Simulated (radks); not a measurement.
The molybdenum ion Mo40+, 2 electrons, occupied as [He].

Method: scalar-relativistic Kohn-Sham, exchange-only LDA, spin-polarised, spherical densities, point nucleus; computed with a radial shooting solver on a logarithmic mesh with Libxc functionals.

Energy parts (eV):
total: -48343.880
kinetic: 50757.476
electron-nucleus: -99937.389
Hartree: 1465.814
exchange: -629.780

Orbitals (lengths in bohr, moments of r in powers of bohr; r(90%) holds 90 % of the orbital's charge):
1s: occ. 2; eigenvalue (eV) -23544.00; <r^4> 6.941e-06; <1/r> 43.72; r(90%) 0.0625
2s: occ. 0; eigenvalue (eV) -5752.829; <r^4> 0.0009183; <1/r> 10.73; r(90%) 0.217
2p: occ. 0; eigenvalue (eV) -5598.587; <r^4> 0.0005848; <1/r> 10.41; r(90%) 0.194

The highest occupied level is 1s at -23544 eV. Summed over all electrons, <r^2> = 0.003290 bohr^2, which gives a Langevin (diamagnetic) susceptibility term of -0.00261 x 10^-6 cm^3/mol. The density falls to 0.001 e/bohr^3 at r = 0.21 bohr. For comparison, the ionisation energy in NIST's Atomic Spectra Database is 23810.7 eV (theoretical). In exact Kohn-Sham theory the highest level is minus the ionisation energy, but local and semilocal functionals leave it too shallow, through self-interaction and a potential that decays too fast; potentials with the right tail come closer.
